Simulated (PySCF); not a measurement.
PySCF job for disilazane cation (H7NSi2), SMILES [SiH3]N[SiH3] (connectivity only; charge and spin as stated), charge +1, multiplicity 2, ωB97X-D3(BJ)/def2-SVP. Coordinates come from a ωB97X-D3(BJ)/def2-SVP optimisation. The multiplicity is an assumed one; other spin states were not compared.

```python
import numpy as np
from pyscf import gto, scf, dft, df
from pyscf.hessian import thermo

mol = gto.M(
    atom='''
    Si    1.65888161    0.00149962    0.15895808
    N    -0.00000000   -0.00000000   -0.65664792
    Si   -1.65888161   -0.00149962    0.15895808
    H     2.49742349    0.87389232   -0.69007627
    H     1.38524914    0.48588090    1.52727123
    H     2.00475874   -1.44175599    0.07984359
    H     0.00000000    0.00000000   -1.68836784
    H    -2.49742349   -0.87389231   -0.69007628
    H    -2.00475875    1.44175598    0.07984359
    H    -1.38524915   -0.48588090    1.52727123
    ''',
    basis='def2-SVP',
    charge=1,
    spin=1,
    max_memory=1600,
    verbose=3,
)
mf = dft.UKS(mol, xc='wb97x-d3bj').density_fit(auxbasis='def2-universal-jkfit')
mf.grids.level = 3
mf.conv_tol = 1e-11
mf.max_cycle = 100
mf.kernel()
fine, coarse = mf.grids, dft.Grids(mol).set(level=1).build(with_non0tab=True)
for _ in range(3):  # follow internal instabilities
    mf.grids = coarse
    mo, _, stable, _ = mf.stability(return_status=True, nroots=4)
    mf.grids = fine
    if stable:
        break
    mf.kernel(mf.make_rdm1(mo, mf.mo_occ))

# [left out here: the lines that compute and print the analytic Hessian (its translational invariance restored by hand, since the grid's response is missing), thermochemistry and intensities]
```

It prints:

```

WARN: HOMO -0.279033293915112 >= LUMO -0.279033293915112

converged SCF energy = -637.487080792438  <S^2> = 0.7551164  2S+1 = 2.0051099
<class 'pyscf.df.df_jk.DFUKS'> wavefunction is stable in the internal stability analysis

WARN: DFTD3 does not support analytical Hessian, using finite difference


WARN: Mole.unit (angstrom) is changed to Bohr

Mode                                 0                   1                   2
Irrep
Freq [cm^-1]                       46.2087             50.6212            184.1562
Reduced mass [au]                   1.3668              1.0905              2.9694
Force const [Dyne/A]                0.0017              0.0016              0.0593
Char temp [K]                      66.4841             72.8326            264.9598
Normal mode                   x     y     z       x     y     z       x     y     z
       0  Si                 0.00 -0.03 -0.00    0.03 -0.01 -0.01    0.09  0.00 -0.03
       1   N                 0.00  0.13  0.00   -0.00 -0.00  0.04    0.00  0.00  0.12
       2  Si                 0.00 -0.03  0.00   -0.03  0.01 -0.01   -0.09 -0.00 -0.03
       3   H                 0.18 -0.31 -0.11   -0.12  0.29  0.15    0.01 -0.10 -0.21
       4   H                 0.07  0.20 -0.07    0.05 -0.36  0.12    0.27  0.13 -0.03
       5   H                -0.28 -0.11  0.22    0.20  0.05 -0.38    0.03 -0.01  0.04
       6   H                -0.02  0.26  0.00    0.00 -0.00  0.04    0.00  0.00  0.12
       7   H                 0.18 -0.31  0.11    0.12 -0.29  0.15   -0.01  0.10 -0.20
       8   H                -0.28 -0.11 -0.22   -0.20 -0.05 -0.38   -0.03  0.01  0.04
       9   H                 0.07  0.20  0.07   -0.05  0.36  0.12   -0.27 -0.13 -0.03
Mode                                 3                   4                   5
Irrep
Freq [cm^-1]                      457.7451            464.2921            544.0935
Reduced mass [au]                   1.0535              2.8984              1.1428
Force const [Dyne/A]                0.1301              0.3681              0.1993
Char temp [K]                     658.5933            668.0129            782.8293
Normal mode                   x     y     z       x     y     z       x     y     z
       0  Si                -0.01  0.01  0.01   -0.08  0.01 -0.03   -0.03 -0.03 -0.00
       1   N                 0.02  0.04  0.00   -0.00 -0.00  0.13   -0.00  0.00  0.03
       2  Si                -0.01  0.01 -0.01    0.08 -0.01 -0.03    0.03  0.03 -0.00
       3   H                 0.11 -0.09  0.02   -0.11 -0.07 -0.14   -0.37  0.11 -0.21
       4   H                 0.18 -0.10  0.08    0.19 -0.04  0.05   -0.06  0.15 -0.07
       5   H                -0.28 -0.05 -0.22   -0.22 -0.03 -0.15    0.42  0.07  0.19
       6   H                 0.10 -0.73  0.00   -0.00  0.00  0.13    0.00 -0.00  0.03
       7   H                 0.11 -0.09 -0.02    0.11  0.07 -0.14    0.37 -0.11 -0.21
       8   H                -0.28 -0.05  0.22    0.22  0.03 -0.15   -0.42 -0.07  0.19
       9   H                 0.18 -0.10 -0.08   -0.19  0.04  0.05    0.06 -0.15 -0.07
Mode                                 6                   7                   8
Irrep
Freq [cm^-1]                      603.8581            702.6619            748.1721
Reduced mass [au]                   1.1260              2.2527              2.1271
Force const [Dyne/A]                0.2419              0.6553              0.7015
Char temp [K]                     868.8174           1010.9741           1076.4530
Normal mode                   x     y     z       x     y     z       x     y     z
       0  Si                -0.00  0.01 -0.04    0.04 -0.03  0.02    0.04  0.03  0.02
       1   N                 0.04 -0.01  0.00   -0.14  0.10 -0.00   -0.13 -0.10 -0.00
       2  Si                -0.00  0.01  0.04    0.04 -0.03 -0.02    0.04  0.03 -0.02
       3   H                 0.35  0.00  0.31   -0.09  0.10  0.01    0.12 -0.02  0.06
       4   H                -0.43 -0.06 -0.09   -0.14  0.09 -0.06    0.06 -0.07  0.06
       5   H                -0.06 -0.02  0.08    0.16  0.01  0.10   -0.32 -0.05 -0.12
       6   H                -0.15 -0.11  0.00   -0.28 -0.40  0.00   -0.26  0.26 -0.00
       7   H                 0.35  0.00 -0.31   -0.09  0.10 -0.01    0.12 -0.02 -0.06
       8   H                -0.06 -0.02 -0.08    0.16  0.01 -0.10   -0.32 -0.05  0.12
       9   H                -0.43 -0.06  0.09   -0.14  0.09  0.06    0.06 -0.07 -0.06
Mode                                 9                  10                  11
Irrep
Freq [cm^-1]                      759.5944            897.1767            903.2266
Reduced mass [au]                   1.5310              1.0879              1.0555
Force const [Dyne/A]                0.5205              0.5159              0.5074
Char temp [K]                    1092.8871           1290.8375           1299.5420
Normal mode                   x     y     z       x     y     z       x     y     z
       0  Si                -0.00 -0.00 -0.04   -0.02  0.01 -0.00   -0.02  0.01  0.00
       1   N                -0.00 -0.00  0.14   -0.06 -0.00 -0.00    0.00  0.00 -0.01
       2  Si                 0.00  0.00 -0.04   -0.02  0.01  0.00    0.02 -0.01  0.00
       3   H                 0.22  0.02  0.21    0.33 -0.17  0.15    0.30 -0.38 -0.08
       4   H                -0.42 -0.02 -0.12    0.35 -0.12  0.11    0.10 -0.16  0.08
       5   H                 0.07  0.00  0.13    0.35  0.09  0.13    0.41  0.11 -0.07
       6   H                -0.00  0.00  0.14   -0.09 -0.01 -0.00    0.00 -0.00 -0.01
       7   H                -0.22 -0.02  0.21    0.33 -0.17 -0.15   -0.30  0.38 -0.08
       8   H                -0.07 -0.00  0.13    0.35  0.09 -0.13   -0.41 -0.11 -0.07
       9   H                 0.42  0.02 -0.12    0.35 -0.12 -0.11   -0.10  0.16  0.08
Mode                                12                  13                  14
Irrep
Freq [cm^-1]                      909.8004            916.0256            930.9264
Reduced mass [au]                   1.0417              1.0429              1.0461
Force const [Dyne/A]                0.5080              0.5156              0.5341
Char temp [K]                    1309.0003           1317.9569           1339.3959
Normal mode                   x     y     z       x     y     z       x     y     z
       0  Si                 0.00  0.00 -0.02    0.00  0.01 -0.02   -0.01 -0.02 -0.00
       1   N                 0.01  0.01  0.00    0.00 -0.00 -0.01    0.00 -0.01 -0.00
       2  Si                 0.00  0.00  0.02   -0.00 -0.01 -0.02   -0.01 -0.02  0.00
       3   H                -0.15  0.28  0.13   -0.06  0.05 -0.03    0.04  0.27  0.34
       4   H                 0.17 -0.22  0.10    0.10 -0.44  0.17    0.23  0.44 -0.12
       5   H                -0.21 -0.08  0.47   -0.06 -0.03  0.48   -0.05 -0.02 -0.12
       6   H                -0.01 -0.06  0.00    0.00  0.00 -0.01    0.03  0.03 -0.00
       7   H                -0.15  0.28 -0.13    0.06 -0.05 -0.03    0.05  0.27 -0.34
       8   H                -0.21 -0.08 -0.47    0.06  0.03  0.48   -0.05 -0.02  0.12
       9   H                 0.17 -0.22 -0.10   -0.10  0.44  0.17    0.23  0.44  0.12
Mode                                15                  16                  17
Irrep
Freq [cm^-1]                      944.7114           1151.3251           2277.8614
Reduced mass [au]                   1.0772              1.2163              1.0294
Force const [Dyne/A]                0.5664              0.9499              3.1469
Char temp [K]                    1359.2294           1656.5005           3277.3353
Normal mode                   x     y     z       x     y     z       x     y     z
       0  Si                -0.03 -0.01 -0.02    0.01  0.00 -0.01    0.01 -0.02 -0.00
       1   N                 0.00 -0.00  0.00   -0.11 -0.00 -0.00    0.00 -0.00 -0.00
       2  Si                 0.03  0.01 -0.02    0.01  0.00  0.01    0.01 -0.02  0.00
       3   H                 0.17  0.20  0.39    0.07  0.01  0.05   -0.07 -0.09  0.07
       4   H                 0.41  0.21 -0.01   -0.09 -0.02 -0.03    0.02 -0.05 -0.11
       5   H                 0.13  0.02  0.14   -0.01 -0.00  0.04   -0.16  0.65  0.03
       6   H                 0.00 -0.00 -0.00    0.88  0.01  0.00    0.00 -0.00  0.00
       7   H                -0.17 -0.20  0.39    0.07  0.01 -0.05   -0.07 -0.09 -0.07
       8   H                -0.13 -0.02  0.14   -0.01 -0.00 -0.04   -0.16  0.65 -0.03
       9   H                -0.41 -0.21 -0.01   -0.09 -0.02  0.03    0.02 -0.05  0.11
Mode                                18                  19                  20
Irrep
Freq [cm^-1]                     2279.2035           2330.1076           2330.3179
Reduced mass [au]                   1.0290              1.0365              1.0368
Force const [Dyne/A]                3.1494              3.3156              3.3171
Char temp [K]                    3279.2664           3352.5060           3352.8087
Normal mode                   x     y     z       x     y     z       x     y     z
       0  Si                 0.01 -0.02 -0.00    0.01  0.02  0.00   -0.01 -0.02 -0.00
       1   N                 0.00 -0.00  0.00    0.00 -0.00 -0.00    0.00  0.00  0.00
       2  Si                -0.01  0.02 -0.00   -0.01 -0.02  0.00   -0.01 -0.02  0.00
       3   H                -0.06 -0.08  0.07   -0.32 -0.33  0.33    0.31  0.32 -0.32
       4   H                 0.03 -0.05 -0.11    0.07 -0.11 -0.34   -0.08  0.12  0.37
       5   H                -0.16  0.65  0.03    0.04 -0.15 -0.01   -0.04  0.16  0.01
       6   H                 0.00 -0.00  0.00   -0.00 -0.00  0.00   -0.00 -0.00 -0.00
       7   H                 0.06  0.08  0.07    0.33  0.33  0.33    0.31  0.32  0.32
       8   H                 0.16 -0.65  0.03   -0.04  0.15 -0.01   -0.04  0.16 -0.01
       9   H                -0.03  0.05 -0.11   -0.07  0.11 -0.34   -0.07  0.12 -0.36
Mode                                21                  22                  23
Irrep
Freq [cm^-1]                     2351.3756           2353.5793           3485.7680
Reduced mass [au]                   1.0554              1.0557              1.0757
Force const [Dyne/A]                3.4379              3.4454              7.7010
Char temp [K]                    3383.1059           3386.2766           5015.2440
Normal mode                   x     y     z       x     y     z       x     y     z
       0  Si                 0.01  0.00 -0.03    0.01 -0.00 -0.03    0.00 -0.00 -0.00
       1   N                 0.00  0.00 -0.00    0.00  0.00  0.00    0.00 -0.00 -0.07
       2  Si                 0.01  0.00  0.03   -0.01  0.00 -0.03   -0.00  0.00 -0.00
       3   H                -0.23 -0.24  0.23   -0.21 -0.22  0.21    0.00 -0.00  0.00
       4   H                -0.10  0.19  0.52   -0.11  0.19  0.53    0.00  0.00  0.00
       5   H                 0.00  0.02 -0.01   -0.00  0.03 -0.01    0.00  0.00  0.00
       6   H                 0.00 -0.01  0.00    0.00 -0.00 -0.00   -0.00  0.00  0.96
       7   H                -0.23 -0.24 -0.23    0.21  0.22  0.21   -0.00  0.00  0.00
       8   H                 0.00  0.02  0.01    0.00 -0.03 -0.01   -0.00 -0.00  0.00
       9   H                -0.10  0.19 -0.52    0.11 -0.19  0.53   -0.00 -0.00  0.00
temperature 298.1500 [K]
pressure 101325.00 [Pa]
Rotational constants [GHz] 22.75084 2.72699 2.59001
Symmetry number 2
Zero-point energy (ZPE) 0.06521 [Eh]   171202.416 [J/mol]
                           tot       elec      trans        rot        vib
Entropy [J/mol/K]       335.847      5.763    162.958     99.283     67.844
Cv [J/mol/K]             92.206      0.000     12.472     12.472     67.263
Cp [J/mol/K]            100.520      0.000     20.786     12.472     67.263
Internal energy [J/mol]                      3718.434   3718.434 181036.639
Internal energy [Eh]   -637.41530  -637.48708
Enthalpy [J/mol]                             6197.391   3718.434 181036.639
Enthalpy [Eh]          -637.41435
Gibbs free energy [J/mol]                  -42388.566 -25882.654 160809.077
Gibbs free energy [Eh] -637.45249
mode   freq/cm-1   IR/(km/mol)
   1       46.21         1.219
   2       50.62         0.042
   3      184.16         0.791
   4      457.75         9.127
   5      464.29         1.615
   6      544.09         0.023
   7      603.86         0.585
   8      702.66        73.635
   9      748.17       142.531
  10      759.59        61.218
  11      897.18       245.221
  12      903.23         2.636
  13      909.80         0.113
  14      916.03        46.120
  15      930.93       107.223
  16      944.71        44.105
  17     1151.33        68.386
  18     2277.86        15.152
  19     2279.20         1.433
  20     2330.11         0.644
  21     2330.32        27.104
  22     2351.38         3.788
  23     2353.58        37.081
  24     3485.77       126.272
max |gradient| / (hartree/bohr): 1.877767908076925e-05
APT charges: [ 1.0665 -0.4729  1.0665 -0.1524 -0.1641 -0.1453  0.2637 -0.1524 -0.1453
 -0.1641]
```

The calculation finished and met its thresholds.
